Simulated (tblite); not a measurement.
C7H10O.
SMILES with atom numbers: `[CH3:1][CH2:2][C:3]1=[CH:4][CH2:5][CH:6]=[CH:7][O:8]1` (hydrogens: H9, H10, H11 on C1; H12, H13 on C2; H14 on C4; H15, H16 on C5; H17 on C6; H18 on C7)

A start from a force field or distance geometry was refined with GFN2-xTB geometry optimisation, gas phase (tblite 0.8.0). Values at the start:

```
 coordinate    start
      C1–C2  1.505 Å
      C1–H9  1.099 Å
      C2–C3  1.514 Å
     C2–H12  1.103 Å
      C3=C4  1.336 Å
      C3–O8  1.398 Å
      C4–C5  1.497 Å
     C4–H14  1.089 Å
      C5–C6  1.494 Å
     C5–H15  1.099 Å
      C6=C7  1.337 Å
     C6–H17  1.090 Å
      C7–O8  1.373 Å
     C7–H18  1.073 Å
   C1–C2–C3   112.4°
   C2–C3–C4   123.5°
   C2–C3–O8   114.1°
   C3–C4–C5   122.1°
   C3–O8–C7   118.1°
   C4–C3–O8   122.4°
   C4–C5–C6   112.1°
   C6–C7–O8   123.9°
C1–C2–C3–C4    -111°
C2–C3–C4–C5    -179°
C3–C4–C5–C6      -2°
```

Question: How do these coordinates change at the GFN2-xTB level?

Answer: 
```json
{"coordinate": "C1–C2", "GFN2-xTB (Å or °)": "1.529", "change": "+0.024"}
{"coordinate": "C3–O8", "GFN2-xTB (Å or °)": "1.376", "change": "-0.022"}
{"coordinate": "C6=C7", "GFN2-xTB (Å or °)": "1.323", "change": "-0.014"}
{"coordinate": "C2–C3", "GFN2-xTB (Å or °)": "1.501", "change": "-0.013"}
{"coordinate": "C2–H12", "GFN2-xTB (Å or °)": "1.090", "change": "-0.013"}
{"coordinate": "C6–H17", "GFN2-xTB (Å or °)": "1.078", "change": "-0.012"}
{"coordinate": "C1–H9", "GFN2-xTB (Å or °)": "1.087", "change": "-0.012"}
{"coordinate": "C7–O8", "GFN2-xTB (Å or °)": "1.362", "change": "-0.011"}
{"coordinate": "C4–H14", "GFN2-xTB (Å or °)": "1.079", "change": "-0.010"}
{"coordinate": "C3=C4", "GFN2-xTB (Å or °)": "1.327", "change": "-0.009"}
{"coordinate": "C5–C6", "GFN2-xTB (Å or °)": "1.502", "change": "+0.008"}
{"coordinate": "C7–H18", "GFN2-xTB (Å or °)": "1.080", "change": "+0.007"}
{"coordinate": "C4–C5", "GFN2-xTB (Å or °)": "1.503", "change": "+0.006"}
{"coordinate": "C5–H15", "GFN2-xTB (Å or °)": "1.099", "change": "0.000"}
{"coordinate": "C4–C5–C6", "GFN2-xTB (Å or °)": "109.2", "change": "-2.9"}
{"coordinate": "C2–C3–O8", "GFN2-xTB (Å or °)": "111.5", "change": "-2.6"}
{"coordinate": "C3–O8–C7", "GFN2-xTB (Å or °)": "116.4", "change": "-1.7"}
{"coordinate": "C6–C7–O8", "GFN2-xTB (Å or °)": "125.4", "change": "+1.5"}
{"coordinate": "C1–C2–C3", "GFN2-xTB (Å or °)": "110.9", "change": "-1.5"}
{"coordinate": "C2–C3–C4", "GFN2-xTB (Å or °)": "125.0", "change": "+1.5"}
{"coordinate": "C3–C4–C5", "GFN2-xTB (Å or °)": "123.4", "change": "+1.3"}
{"coordinate": "C4–C3–O8", "GFN2-xTB (Å or °)": "123.5", "change": "+1.1"}
{"coordinate": "C2–C3–C4–C5", "GFN2-xTB (Å or °)": "179", "change": "-2"}
{"coordinate": "C1–C2–C3–C4", "GFN2-xTB (Å or °)": "-109", "change": "+2"}
{"coordinate": "C3–C4–C5–C6", "GFN2-xTB (Å or °)": "-1", "change": "+1"}
```

The energy falls by 2.2 kcal/mol over 44 L-BFGS steps, the largest force on an atom goes from 1.14 to 0.009 eV/Å, and the atoms move by 0.061 Å rms after alignment. The bond that changes most is C1–C2 (methyl carbon to allylic carbon), which lengthens by 0.024 Å. Bonds longer at the end by more than 0.005 Å: 4 of 18; shorter: 12. Rotational constants go from 4360, 1478, 1200 to 4354, 1512, 1230 MHz.

The run took 0.59 s on one thread, Intel Xeon at 2.70 GHz (x86_64), no GPU, shared host.

Its GFN2-xTB frequencies are all real (lowest 48 cm⁻¹). One conformer, not necessarily the lowest.

Conformer computed: `[CH3:1][CH2:2][C:3]1=[CH:4][CH2:5][CH:6]=[CH:7][O:8]1`: C1–C2–C3–C4 -109°.
